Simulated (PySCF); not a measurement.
Finite-field polarisability of F (fluorine, neutral)

[He] 2s2 2p5, 2P determinant. Computed with PySCF 2.14 in dyall-av3z, with scalar relativity by spin-free X2C-1e. Frozen: 1s2. Energy changes in a uniform field (μhartree):

| axis | F (au) | HF | MP2 | CCSD | CCSD(T) |
| --- | --- | --- | --- | --- | --- |
| x | 0.0083 | -99.539 | -107.182 | -106.434 | -107.452 |
| x | 0.0166 | -398.216 | -428.816 | -425.824 | -429.901 |
| y | 0.008 | -101.168 | -112.179 | -111.237 | -112.886 |
| y | 0.016 | -404.870 | -448.999 | -445.220 | -451.839 |

By symmetry the remaining axis equals y.

Problem. Derive α along x at CCSD(T) from the two fields.

Solution. With ΔE = −αF²/2 − γF⁴/24, α = −(16 ΔE(F) − ΔE(2F))/(6F²) = 3.119 bohr³.

Problem. And the mean polarisability at each level?

Solution. The components xx, yy, zz at CCSD(T) are 3.119, 3.527, 3.527, the third axis being equal by symmetry to one of the two computed. Means: HF 3.071, MP2 3.374, CCSD 3.347, CCSD(T) 3.391 bohr³. Reference: 3.74 ± 0.08 bohr³ (recommended; Schwerdtfeger and Nagle, table of static dipole polarizabilities (2023 update)).

CCSD(T) lies more than 5 % below the reference, which points to too few diffuse and polarisation functions.
